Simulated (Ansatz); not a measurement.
The same ligand exchange along the group V, Nb, Ta.

Gas-phase electronic energies from Ansatz, PBE0-D4/def2-TZVP geometries. CCSD(T)/CBS adds triple-zeta CCSD(T) − MP2 to the extrapolated MP2 energy (def2 sets, frozen cores). This one scheme is used for every species. Functionals use def2-TZVPP. B3LYP here is the variant with VWN-RPA as its local correlation; programs differ in this. def2 core potentials past Kr. For Nb, Ta, V outer-core shells are correlated without core-valence functions, which leaves a few kJ/mol of doubt a bond. Scalar relativity is left out up to krypton. Each species was taken in one conformer, which may not be the lowest.

| reaction | CCSD(T)/CBS(def2) (eV) |
| --- | --- |
| `[NH]=[V]([NH2])([NH2])[Cl]` + NH₃ → `[NH]=[V]([NH2])([NH2])[NH2]` + HCl | 1.00 |
| `[NH]=[Nb]([NH2])([NH2])[Cl]` + NH₃ → `[NH]=[Nb]([NH2])([NH2])[NH2]` + HCl | 1.13 |
| `[NH]=[Ta]([NH2])([NH2])[Cl]` + NH₃ → `[NH]=[Ta]([NH2])([NH2])[NH2]` + HCl | ? |

Fill in the missing values. (Best estimate.)

The calculation gave: `[NH]=[Ta]([NH2])([NH2])[Cl]` + NH₃ → `[NH]=[Ta]([NH2])([NH2])[NH2]` + HCl: +1.04 eV.

Largest T1 diagnostic: 0.032, for `[NH]=[V]([NH2])([NH2])[NH2]`, so its coupled-cluster energy is less sure.
